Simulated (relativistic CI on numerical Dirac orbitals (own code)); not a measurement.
## Ar IX: sensitivity of the levels to the model

Base calculation: Dirac-Coulomb-Breit CI, separate exchange-only KLI orbitals for each configuration, model QED (radiative potential, 1s self-energy scaled to tabulated hydrogen-like ionisation energies), unscaled Slater integrals.

Configurations in the expansion (outside the closed core 1s2): 2s²2p⁶, 2s²2p⁵3s, 2s²2p⁵3p, 2s²2p⁵3d, 2s2p⁶3s, 2s2p⁶3p, 2s²2p⁵4s, 2s²2p⁵4p, 2s²2p⁵4d, 2s²2p⁵4f, 2s2p⁶3d, 2s²2p⁵5s, 2s²2p⁵5p, 2s²2p⁵5d, 2s²2p⁴3s², 2s²2p⁵5f, 2s²2p⁵5g, 2s²2p⁴3s3p, 2s2p⁶4s, 2s²2p⁴3p², 2s²2p⁴3s3d, 2s2p⁶4p, 2s2p⁶4d, 2s2p⁶4f, 2s²2p⁴3p3d, 2s2p⁵3s², 2s2p⁶5s, 2s²2p⁴3d², 2s2p⁶5p, 2s2p⁵3s3p, 2s2p⁶5d, 2s2p⁶5f, 2s2p⁶5g, 2s2p⁵3p², 2s2p⁵3s3d, 2s2p⁵3p3d. Levels of other configurations are missing.

The lowest level and the first level of each name with at least 55 % of one term (blank where a level has no safe partner in the second run):

```
        Level  Base (cm⁻¹)  Shift (cm⁻¹)
   2s²2p⁶ ¹S0            0             0
2s²2p⁵3s ³P°2      2018470         +8616
2s²2p⁵3s ³P°1      2025165         +1921
2s²2p⁵3s ³P°0      2036333         -9247
2s²2p⁵3s ¹P°1      2043917         -2600
 2s²2p⁵3p ³S1      2140865          +955
 2s²2p⁵3p ³D3      2162202         +4175
 2s²2p⁵3p ³D2      2163204         +3173
 2s²2p⁵3p ³D1      2169103         -2726
 2s²2p⁵3p ³P2      2174608              
 2s²2p⁵3p ³P0      2184785         -5064
 2s²2p⁵3p ³P1      2188472         -8751
 2s²2p⁵3p ¹S0      2269188         -1845
2s²2p⁵3d ³P°0      2343134         +3884
```

At this charge configurations can still be misplaced by up to about 7 % of their energy.

(1) One thing was changed in a second run, which moved the levels as shown. Which?
A. Breit term removed
B. non-relativistic limit
C. one mean potential for all configurations
D. configuration mixing switched off
E. QED terms removed

## Answers

(1) B. Non-relativistic limit. Without relativity the fine structure collapses and s electrons lose their extra binding.

LS names give the leading component of a level, which can be under half, so a name can repeat, a term be missing and a line seem to break the LS rules.
